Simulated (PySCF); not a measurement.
# As³⁺: interval between two levels

As³⁺ [Ar] 3d10 4s2 → As³⁺ [Ar] 3d9 4s2 4p1 [3F4, M_J = 4], as a difference of total energies. Computed with PySCF 2.14 in x2c-SVPall-2c with one added diffuse shell each of s, p, d type (6s7p4d, 47 functions), with the two-component X2C-1e Hamiltonian. Correlated levels: [Ne] frozen. "Screened" scales the spin-orbit matrix elements by Boettger's factors to mimic the two-electron term; Breit and QED terms are absent.

| method | interval between two levels (cm⁻¹) |
| --- | --- |
| GHF (spin-free) | 361770 |
| GMP2 (spin-free) | 372490 |
| GHF (screened spin-orbit) | 360740 |
| GMP2 (screened spin-orbit) | 371470 |

The labels give the starting determinants; with spin-orbit coupling the two ends relaxed to ⟨J²⟩ = 0.00, ⟨L²⟩ = 0.00, ⟨S²⟩ = 0.00 and ⟨J²⟩ = 20.01, ⟨L²⟩ = 12.01, ⟨S²⟩ = 2.00.
